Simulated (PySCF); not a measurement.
Start geometry of `C=N[C@H](C)CC(C)(C)C` from GFN2-xTB (Å):
```
atom  x, y, z in Å
C1     2.5772    1.2156   -0.8751
N2     1.9255    0.1589   -0.9608
C3     1.2916   -0.4103    0.1965
C4     2.2184   -1.5935    0.6251
C5    -0.0976   -0.9176   -0.1568
C6    -1.2255    0.1389   -0.2474
C7    -0.9540    1.1296   -1.3746
C8    -1.3793    0.8932    1.0712
C9    -2.5222   -0.6177   -0.5291
H10    3.0338    1.6278   -1.7557
H11    2.6445    1.8358    0.0465
H12    1.2806    0.3114    1.0487
H13    3.1640   -1.2470    0.8548
H14    2.2273   -2.3129   -0.1765
H15    1.7590   -2.0906    1.5062
H16   -0.0179   -1.4177   -1.0950
H17   -0.3826   -1.6310    0.6101
H18   -0.7896    0.6151   -2.3047
H19   -0.1009    1.7444   -1.1579
H20   -1.8513    1.7891   -1.4992
H21   -0.5566    1.5286    1.2706
H22   -1.5034    0.1711    1.8952
H23   -2.2729    1.5301    1.0110
H24   -2.4351   -1.1779   -1.4836
H25   -3.3353    0.0600   -0.6439
H26   -2.7656   -1.3088    0.2506
```

**Question.** What comes out of this run: PBE0-D3(BJ)/def2-SVP geometry optimisation, gas phase in PySCF 2.14.0?

**Answer.** 
```
atom  x, y, z in Å
C1     2.3972    1.8521   -0.3753
N2     1.8904    0.7738   -0.7907
C3     1.2569   -0.1052    0.1697
C4     2.1896   -1.2928    0.3948
C5    -0.1049   -0.5979   -0.3215
C6    -1.2288    0.4270   -0.5805
C7    -1.0112    1.1729   -1.9004
C8    -1.3341    1.4311    0.5696
C9    -2.5442   -0.3526   -0.6791
H10    2.9113    2.5214   -1.0806
H11    2.3533    2.1771    0.6851
H12    1.1227    0.4138    1.1430
H13    3.1550   -0.9601    0.8042
H14    2.3836   -1.8098   -0.5573
H15    1.7417   -2.0108    1.0980
H16    0.0530   -1.1880   -1.2412
H17   -0.4655   -1.3088    0.4424
H18   -0.9675    0.4667   -2.7447
H19   -0.0724    1.7412   -1.9013
H20   -1.8423    1.8720   -2.0887
H21   -0.4507    2.0854    0.6246
H22   -1.4406    0.9210    1.5410
H23   -2.2146    2.0795    0.4354
H24   -2.4907   -1.1212   -1.4669
H25   -3.3831    0.3188   -0.9224
H26   -2.7817   -0.8600    0.2700
```

The energy falls by 8.0 kcal/mol over 18 energy and gradient evaluations, the largest force component goes from 0.0713 to 8.6e-05 Eh/bohr, and the atoms move by 0.416 Å rms after alignment. The bond that changes most is C4–H13 (methyl carbon to methyl hydrogen), which lengthens by 0.067 Å. Bonds longer at the end by more than 0.005 Å: 14 of 25; shorter: 6. Among the angles that change most is H13–C4–H14, from 112.5° to 108.0°. Among the dihedrals that turn most is N2–C3–C5–H16, from 43° to 63°. Rotational constants go from 2372, 1065, 907.4 to 2326, 1083, 917.4 MHz. The orientation of the end geometry is arbitrary; only internal coordinates are fixed.

The run used 211 basis functions and 116 SCF cycles in all. The run took 6.6 min of wall time on AMD EPYC 7B13, one thread, no GPU, shared host with 96 logical CPUs at a one-minute load of 33, and the process peaked at 0.92 GiB of memory.

Stationary, but not proved a minimum. One conformer, not necessarily the lowest.
